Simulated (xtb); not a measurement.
SeF4, SMILES F[Se](F)(F)F. All values are semi-empirical tight-binding results from xtb (GFN2-xTB unless named), good for trends rather than for accurate numbers. Geometry optimised at GFN2-xTB. The isomer is the one that the SMILES or the coordinates give; other isomers of the formula were not compared.

Computed properties:
```yaml
point_group_as_xtb_finds_it: C4v
orbital_gap: 6.69 eV
zero_point_energy: 4.6 kcal/mol
G − E(el) at 298.15 K (modified RRHO): -13.9 kcal/mol
static polarisability (D4 model): 41.1 bohr³
solvation energy, GFN2-xTB/ALPB(water): -3.0 kcal/mol
solvation energy, GFN2-xTB/ALPB(octanol): -1.2 kcal/mol
```
